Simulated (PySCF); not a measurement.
PySCF input file for Be2F2, SMILES [Be]([F])[Be][F], PBE0-D3(BJ)/def2-TZVP. Geometry: PBE0-D3(BJ)/def2-TZVP. Other conformers were not sampled.

```python
import numpy as np
from pyscf import gto, scf, dft, df
from pyscf.hessian import thermo

mol = gto.M(
    atom='''
    F     0.00000000    0.00000000   -2.39698862
    Be    0.00000000    0.00000000   -1.02624739
    Be    0.00000000    0.00000000    1.02624739
    F     0.00000000    0.00000000    2.39698862
    ''',
    basis='def2-TZVP',
    charge=0,
    spin=0,
    max_memory=1600,
    verbose=3,
)
mf = dft.RKS(mol, xc='pbe0').density_fit(auxbasis='def2-universal-jkfit')
mf.disp = 'd3bj'
mf.grids.level = 3
mf.conv_tol = 1e-11
mf.max_cycle = 100
mf.kernel()

# [left out here: the lines that compute and print the analytic Hessian (its translational invariance restored by hand, since the grid's response is missing), thermochemistry and intensities]
```

Log of the run:

```
converged SCF energy = -229.177307177949

WARN: DFTD3 does not support analytical Hessian, using finite difference


WARN: Mole.unit (angstrom) is changed to Bohr

Mode                                 0                   1                   2
Irrep
Freq [cm^-1]                      153.5094            153.5094            343.0489
Reduced mass [au]                  10.8465             10.8465              9.4078
Force const [Dyne/A]                0.1506              0.1506              0.6523
Char temp [K]                     220.8659            220.8659            493.5710
Normal mode                   x     y     z       x     y     z       x     y     z
       0   F                -0.09 -0.00 -0.00   -0.00  0.09  0.00   -0.05  0.00 -0.00
       1  Be                 0.19  0.00 -0.00    0.00 -0.19  0.00    0.23 -0.01 -0.00
       2  Be                 0.19  0.00  0.00    0.00 -0.19 -0.00   -0.23  0.01  0.00
       3   F                -0.09 -0.00  0.00   -0.00  0.09 -0.00    0.05 -0.00  0.00
Mode                                 3                   4                   5
Irrep
Freq [cm^-1]                      343.0489            359.8215           1241.1866
Reduced mass [au]                   9.4078             15.4459             10.8465
Force const [Dyne/A]                0.6523              1.1783              9.8450
Char temp [K]                     493.5710            517.7030           1785.7912
Normal mode                   x     y     z       x     y     z       x     y     z
       0   F                 0.00  0.05  0.00    0.00  0.00 -0.14    0.00 -0.00  0.09
       1  Be                -0.01 -0.23  0.00   -0.00 -0.00 -0.11   -0.00  0.00 -0.19
       2  Be                 0.01  0.23 -0.00    0.00  0.00  0.11    0.00  0.00 -0.19
       3   F                -0.00 -0.05 -0.00   -0.00 -0.00  0.14    0.00 -0.00  0.09
Mode                                 6
Irrep
Freq [cm^-1]                     1390.5950
Reduced mass [au]                  10.1158
Force const [Dyne/A]               11.5253
Char temp [K]                    2000.7567
Normal mode                   x     y     z
       0   F                 0.00 -0.00  0.07
       1  Be                -0.00  0.00 -0.21
       2  Be                -0.00 -0.00  0.21
       3   F                 0.00  0.00 -0.07
temperature 298.1500 [K]
pressure 101325.00 [Pa]
Rotational constants [GHz] inf 2.12974 2.12974
Symmetry number 2
Zero-point energy (ZPE) 0.00908 [Eh]   23833.917 [J/mol]
                           tot       elec      trans        rot        vib
Entropy [J/mol/K]       264.780      0.000    158.953     68.887     36.940
Cv [J/mol/K]             57.689      0.000     12.472      8.314     36.903
Cp [J/mol/K]             66.004      0.000     20.786      8.314     36.903
Internal energy [J/mol]                      3718.434   2478.956  30095.921
Internal energy [Eh]   -229.16348  -229.17731
Enthalpy [J/mol]                             6197.391   2478.956  30095.921
Enthalpy [Eh]          -229.16254
Gibbs free energy [J/mol]                  -41194.588 -18059.591  19082.308
Gibbs free energy [Eh] -229.19261
mode   freq/cm-1   IR/(km/mol)
   1      153.51        41.270
   2      153.51        41.270
   3      343.05         0.000
   4      343.05         0.000
   5      359.82         0.000
   6     1241.19       282.258
   7     1390.60         0.000
max |gradient| / (hartree/bohr): 5.766914152445751e-05
APT charges: [-0.5534  0.5534  0.5534 -0.5534]
```

The run converged.
